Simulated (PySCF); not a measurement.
Computed properties of Si(F)2(NMe2)(nBu) (C6H15F2NSi), SMILES CCCC[Si](F)(F)N(C)C

C₆H₁₅F₂NSi, SMILES CCCC[Si](F)(F)N(C)C. Geometry optimised at B3LYP-D3(BJ)/def2-SVP. One conformer was computed; it need not be the lowest. All values are computed for the isolated molecule unless a solvent is named; none is compared with measurement here.

**Structure.** All 69 harmonic modes at B3LYP-D3(BJ)/def2-SVP (PySCF) are real, so it is a minimum. With heavy atoms numbered as in [CH3:1][CH2:2][CH2:3][CH2:4][Si:5]([F:6])([F:7])[N:8]([CH3:9])[CH3:10], the shortest bond between them is N8–C9 at 1.449 Å and the longest C4–Si5 at 1.856 Å.

**Vibrations.** The strongest infrared lines (harmonic, unscaled, degenerate partners summed) lie at 1030 cm⁻¹ (142 km/mol, H 39 %, C 38 %, N 18 %), 923 cm⁻¹ (121 km/mol, Si 41 %, F 36 %, H 17 %), 1338 cm⁻¹ (117 km/mol, N 40 %, H 36 %, C 22 %). The softest mode is at 32 cm⁻¹ and the zero-point energy is 132.4 kcal/mol.

**Electronic structure.** B3LYP/def2-SVP (PySCF) places the frontier levels at -6.47 and 1.14 eV, a gap of 7.61 eV, and gives a dipole moment of 2.56 D and a mean polarisability of 93.2 bohr³.

**Excitations.** TDA-PBE0/def2-SVP (PySCF) has S1 at 6.90 eV (180 nm, f = 0.008, weak); the most intense of the 6 singlets computed lies at 8.30 eV (f = 0.10). T1 (TDA) is at 6.64 eV, 0.26 eV under S1. No vertical singlet excitation falls in the visible range (under 3.1 eV).

**NMR.** GIAO shifts at HF/pcSseg-1 (PySCF) (non-relativistic, atoms alike by connectivity averaged): ¹³C from 11.4 to 35.4 ppm against TMS; ¹H from 0.7 to 2.7 ppm against TMS; ²⁹Si at -34.0 ppm against TMS; ¹⁹F at -127.8 ppm against CFCl3.
